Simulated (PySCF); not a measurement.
## BrGeN, singlet: computed properties

These are results of PBE0 in PySCF with Ge def2-TZVP, N def2-TZVP, Br def2-TZVP; no relativity; density-fitted integrals, not measurements.

The structure is a minimum.

```xyz
3
charge 0 multiplicity 1, angstrom
Ge   -0.9200    0.0000   -0.1237
N    -2.5427    0.0000   -0.3418
Br    1.3129    0.0000    0.1765
```

```json
{"Point group": "C∞v", "Bond lengths": "Ge–Br 2.253 Å, Ge–N 1.637 Å", "Bond angles": "Br–Ge–N 180.0°", "Heat capacity Cp at 298.15 K": "53.7 J/(mol K)", "Rotational constants": "0.05727 cm⁻¹", "Dipole moment": "3.95 D", "Principal polarisabilities": "39.8, 39.8, 92.0 bohr³", "Rotational symmetry number": "1", "Zero-point energy": "9.3 kJ/mol", "Atomisation energy without zero-point energy": "560 kJ/mol", "Entropy at 298.15 K and 1 bar": "283.9 J/(mol K)", "Principal quadrupole moments (Buckingham, traceless) about the centre of mass": "-10.63, 5.31, 5.31 D Å", "Enthalpy at 298.15 K above 0 K": "13.68 kJ/mol", "Lowest empty level": "-3.42 eV", "Highest occupied level": "-7.72 eV"}
```

Harmonic modes (masses in u: Ge 73.921, N 14.003, Br 78.918):
```csv
symmetry,ω (cm⁻¹),"IR (km/mol, summed over degenerate members)"
π,101,21.6
σ+,308,20.0
σ+,1043,9.7
```

In C∞v the vibrations span π + 2σ+.

Charges (e):
```json
{"atom": "Ge1", "Mulliken": "0.59", "Löwdin": "0.18", "polar tensor": "0.60", "Mayer order to Ge1": "–"}
{"atom": "N2", "Mulliken": "-0.48", "Löwdin": "-0.37", "polar tensor": "-0.33", "Mayer order to Ge1": "2.77"}
{"atom": "Br3", "Mulliken": "-0.11", "Löwdin": "0.19", "polar tensor": "-0.27", "Mayer order to Ge1": "1.13"}
```

Mulliken populations on Ge1: s 7.23, p 13.91, d 10.22, f 0.06.

Outer orbital energies (eV). occupied: -23.19, -21.36, -13.97, -10.34, -10.34, -9.63, -7.72, -7.72; empty: -3.42, -1.63, -1.63, 2.91.

Counting electrons, germanium keeps none of its valence electrons outside its bonds, so the VSEPR class is AX2 and the expected shape is linear; with unlike ligands the computed point group is C∞v.

This need not be the most stable arrangement of these atoms.

The final relaxation and frequency run took 47 s on 4 threads of a shared Arm Neoverse N1 host, with 127 basis functions and 10 gradients; the process peaked at 1.1 GiB. Launch command: `OMP_NUM_THREADS=4 python axn.py task.json out`.
